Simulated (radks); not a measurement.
Task: These are the eigenvalues of the occupied orbitals of an atom or ion with whole-number occupations (hartree). All-electron calculation, scalar-relativistic Kohn-Sham, PBE, spin-unpolarised, spherical densities, finite nucleus; Fermi nuclear charge, rms radius of each element as measured or else 0.836 A^(1/3) + 0.57 fm. Program: a radial shooting solver on a logarithmic mesh with Libxc functionals.

| orbital | eigenvalue |
|---|---|
| 1s | -431.7730 |
| 2s | -55.71213 |
| 2p | -48.98610 |
| 3s | -8.06048 |
| 3p | -5.97908 |
| 3d | -2.55532 |
| 4s | -1.43774 |
| 4f | -0.23032 |

Which element is it, and in what charge state? The configuration may be excited.

Result: Z = 33, arsenic, charge +2: As2+ in [Ar] 3d10 4s2 4f1. The list shows which subshells hold electrons but not how many an open one holds; the 1s level, -431.77 hartree, gives Z - s = 29.4 by -(Z - s)^2/2, which with screening and relativity narrows Z to a few neighbours, and the depths of the outer levels then fix element, charge and occupations together.
